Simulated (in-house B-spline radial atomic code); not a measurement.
# KLI/ALDAx excitations of Cs VIII (Cs7+)

Method: KLI/ALDAx. Computed with a B-spline radial code for spherical atoms: linear response of the closed shell [Kr] 4d10 5s2 with the adiabatic LDA exchange kernel on the exchange-only KLI potential; scalar-relativistic (spin-free one-electron X2C), finite nucleus, no spin-orbit coupling, no double excitations, S, P, D and F terms only; shells from n = 3 respond. Only terms of natural parity with L up to 3 were computed.

Spin-orbit coupling is strong here, so these LS terms don't match observed levels.

Command:
```bash
python run_td.py task.json out
```
Settings (radii: box in bohr, nucleus in fm):
```
Z                        55
electrons                48
configuration            [Kr] 4d10 5s2
hamiltonian              x2c
method                   kli
box_radius               12.81
rms_radius               4.8041
intervals                101
```

Cost of the run: 4.1 s on 1 thread of Arm Neoverse N1, on a shared host.

The lowest states, in the order of their Tamm-Dancoff energies; the method's threshold (minus the highest occupied level) is 108.62 eV. Labels give the largest channel, * marks a mixed state, and oscillator strengths are full-response dipole values. Semilocal kernels can invert the small singlet-triplet splittings of Rydberg terms. Energies in eV:

```csv
state,full response,Tamm-Dancoff,oscillator strength
5s → 5p 3P,14.771,14.904,-
5s → 5p 1P,?,?,?
5s → 4f 3F,31.04,31.08,-
5s → 4f 1F,32.30,32.31,-
5s → 5d 3D,38.52,38.56,-
5s → 5d 1D,40.62,40.66,-
5s → 6s 3S,49.70,49.71,-
5s → 6s 1S,50.95,50.99,-
5s → 6p 3P,56.62,56.63,-
5s → 6p 1P,57.18,57.22,0.131
5s → 5f 3F,62.34,62.35,-
5s → 5f 1F,62.65,62.65,-
5s → 6d 3D,66.99,67.00,-
5s → 6d 1D,67.47,67.49,-
5s → 7s 3S,?,?,-
5s → 7s 1S,72.22,72.23,-
```

Task: Where does 5s → 7s 3S lie?

Result: At 71.82 eV in full response, 71.82 eV in Tamm-Dancoff.

Task: Where does 5s → 5p 1P lie?

Result: At 19.862 eV in full response, 20.569 eV in Tamm-Dancoff, oscillator strength 1.57.

Task: How large is the singlet-triplet splitting of 5s → 5p (P terms) in Tamm-Dancoff?

Result: 5.67 eV, from the unrounded values.

Task: What polarisabilities and dispersion coefficient does the method give?

Result: Dipole 3.763 bohr³, quadrupole 5.448 bohr⁵, C6 11.15 hartree·bohr⁶ for two such species.
